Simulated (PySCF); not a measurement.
## Stretching AuI

Set-up: PySCF, scalar-relativistic core potentials, basis sets Au cc-pVDZ-PP with ECP60, I cc-pVDZ-PP with ECP28. Energies in eV from Au (5d10 6s1) + I in their ground configurations at the same level. State: ¹Σ⁺ (singlet), closed shell.

| R (Å) | PBE0 |
| --- | --- |
| 2.186 | -1.212 |
| 2.288 | -1.928 |
| 2.389 | -2.293 |
| 2.466 | -2.410 |
| 2.542 | -2.435 |
| 2.618 | -2.394 |
| 2.720 | -2.270 |
| 2.847 | -2.050 |
| 3.000 | -1.741 |
| 3.203 | -1.318 |

Task: Put a parabola through the three lowest points of the PBE0 curve and estimate Re, k and ωe (reduced mass 77.18 u; 1 eV/Å² = 0.16022 mdyn/Å; ωe = 1302.8·√(k/μ) cm⁻¹).

Result: Through R = 2.466, 2.542, 2.618 Å the second-order coefficient is 5.71 eV/Å², so Re ≈ 2.533 Å, k ≈ 1.83 mdyn/Å and ωe ≈ 201 cm⁻¹. A polynomial fit of higher order to the unrounded PBE0 energies gives Re = 2.528 Å, k = 1.92 mdyn/Å, ωe = 205 cm⁻¹; anharmonicity and rounding make the difference.

The higher-order fit for each curve: PBE0: Re = 2.528 Å, ωe = 205 cm⁻¹, De = 2.44 eV.

These are scalar-relativistic numbers at best; spin–orbit coupling would shift them, the dissociation energy most.
